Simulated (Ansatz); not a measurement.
`Br[SiH2]C1=CN1` → `C1=CN1` + `[SiH]Br` at 700 K and 1 bar (silylene formation by 1,1-elimination).

Computed with Ansatz on PBE0-D4/def2-TZVP structures; ΔE is electronic, products minus reactants. CBS: MP2 limit from def2 TZ/QZ plus the TZ coupled-cluster correction, frozen cores. For Br outer-core shells are correlated without core-valence functions, which leaves a few kJ/mol of doubt a bond. Scalar relativity is left out up to krypton. Each species was taken in one conformer, which may not be the lowest.

```tsv
species	CCSD(T)/CBS energy (Eh)	H − E (kJ/mol)	S (J/(mol·K))
`Br[SiH2]C1=CN1`	-2995.53136	213.3	460.9
`C1=CN1`	-132.46664	155.6	307.6
`[SiH]Br`	-2862.97869	49.0	302.5
```

H − E and S are ideal-gas, rigid-rotor, harmonic terms from PBE0-D4/def2-TZVP, for one conformer and one mirror image of each species. 1 Eh = 2625.50 kJ/mol, R = 8.31446 J/(mol·K).

By hand: ΔE, ΔH, ΔS and ΔG.

ΔE = (-132.46664) + (-2862.97869) − (-2995.53136) = 0.08603 Eh = 225.9 kJ/mol. Δ(H − E) = 155.6 + 49.0 − 213.3 = -8.7, so ΔH = 217.2 kJ/mol. ΔS = 307.6 + 302.5 − 460.9 = 149.2 J/(mol·K). ΔG = 217.2 − 700 × (149.2)/1000 = 112.8 kJ/mol.

By hand: the equilibrium constant, and the temperature at which ΔG would vanish if ΔH and ΔS stayed fixed.

log₁₀ K = −ΔG/(RT ln 10) = -8.4. ΔG = 0 at ΔH/ΔS = 1456 K.

The number of gas molecules changes by +1, which sets the sign of ΔS. A doubt of 5 kJ/mol in ΔE shifts log₁₀ K by 0.4 here. Other conformers and mirror images would add mixing entropy, several J/(mol·K) or more a flexible species. These are equilibria of isolated gas molecules and say nothing of rates. Largest T1 diagnostic: 0.011 (customary marks: 0.02 for closed shells, 0.045 for open ones).
